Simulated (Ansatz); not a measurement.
Species: C2H5BF (charge -1, singlet). It need not be the lowest isomer of its formula. Whether it binds its extra electron was not tested at this geometry. 
Geometry from a B3LYP-D3(BJ)/def2-TZVP (Ansatz, an electronic-structure program) optimisation:
SMILES: [CH2-]B(C)F
```xyz
9

B      0.1249     0.0015     0.0017
F     -0.0123    -0.1390     1.4074
C      1.4193     0.0827    -0.6433
C     -1.3130     0.0531    -0.7183
H      1.5268     0.1905    -1.7218
H      2.3670     0.0425    -0.1060
H     -1.9231     0.8906    -0.3505
H     -1.8994    -0.8562    -0.5228
H     -1.2228     0.1614    -1.8039
```
Charge -1, spin multiplicity 1.

Basis-set convergence of Hartree-Fock and MP2 correlation energies (hartree) with Ansatz. Correlated levels leave the core frozen unless marked. No spin-orbit coupling. No relativistic terms. This anion needs diffuse functions, which these sets lack.

```json
[
 {"basis": "cc-pVDZ", "functions": "-", "E(HF)": "-202.81125", "E(corr, MP2)": "-0.56784"},
 {"basis": "cc-pVTZ", "functions": "190", "E(HF)": "-202.88295", "E(corr, MP2)": "-0.72117"},
 {"basis": "cc-pVQZ", "functions": "370", "E(HF)": "(withheld)", "E(corr, MP2)": "(withheld)"}
]
```

Q: Some entries are withheld; supply them.

A: 
- cc-pVQZ, E(HF): -202.90036
- cc-pVQZ, E(corr, MP2): -0.77528
